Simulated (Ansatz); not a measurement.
Consider the hydrogenolysis of the Si–O bond: `O[SiH2]N[SiH](O)Cl` + H₂ → `O[SiH2]N[SiH2]Cl` + H₂O.

Computed with Ansatz on PBE0-D4/def2-TZVP structures; ΔE is electronic, products minus reactants. CBS: MP2 limit from def2 TZ/QZ plus the TZ coupled-cluster correction, frozen cores. This one scheme is used for every species. DFT in def2-TZVPP. B3LYP here is the variant with VWN-RPA as its local correlation; programs differ in this. Each species was taken in one conformer, which may not be the lowest.

`O[SiH2]N[SiH](O)Cl`:

```xyz
12

O    -0.289   -0.713    1.867
Si   -1.415   -0.624    0.679
N    -0.691    0.235   -0.640
Si    0.861    0.940   -0.588
O     1.990   -0.119   -0.031
Cl    1.308    1.517   -2.510
H     0.611   -0.931    1.608
H    -2.574    0.085    1.269
H    -1.862   -1.957    0.190
H    -1.185    0.284   -1.519
H     0.983    2.103    0.303
H     2.263   -0.819   -0.629
```

H₂:

```xyz
2

H     0.135    0.007    0.348
H    -0.135   -0.007   -0.348
```

`O[SiH2]N[SiH2]Cl`:

Z-matrix (Å, degrees):
```
Si
N 1 1.727
O 1 1.642 2 113.0
H 1 1.479 2 111.4 3 116.1
H 1 1.485 2 104.7 3 -122.2
Si 2 1.710 1 127.5 3 121.2
H 2 1.012 1 116.1 3 -68.5
H 3 0.958 1 117.8 2 -60.1
Cl 6 2.063 2 113.2 1 88.1
H 6 1.480 2 109.7 1 -153.8
H 6 1.478 2 108.7 1 -30.3
```

H₂O:

```xyz
3

O    -0.251    0.295    0.035
H    -0.010   -0.349    0.704
H     0.261    0.054   -0.739
```

(1) Is it downhill or uphill in electronic energy at CCSD(T)/CBS, and by how much? (An estimate is asked.)

(2) What do these levels give: PBE0, B3LYP, SCS-MP2/def2-TZVPP, CCSD/def2-TZVPP, SCS-MP2/def2-QZVPP, MP2/CBS(def2)? (Best estimate.)

Largest T1 diagnostic among the species: 0.011.

## Answers

(1) The calculation gave: Uphill: ΔE = +20.8 kcal/mol.

(2) The calculation gave: PBE0 18.8, B3LYP 19.3, SCS-MP2/def2-TZVPP 21.2, CCSD/def2-TZVPP 20.1, SCS-MP2/def2-QZVPP 21.1, MP2/CBS(def2) 22.1 kcal/mol.

In def2-TZVPP, CCSD(T) changes the Hartree–Fock value by +2.1 kcal/mol (the triples alone add +0.7 kcal/mol) and MP2 by +3.4 kcal/mol. The D4 term adds +2.3 kcal/mol with B3LYP and +1.2 kcal/mol with PBE0; it sums over pairs of atoms, weighted by their polarisabilities, and B3LYP, whose exchange is more repulsive, gets the larger term.
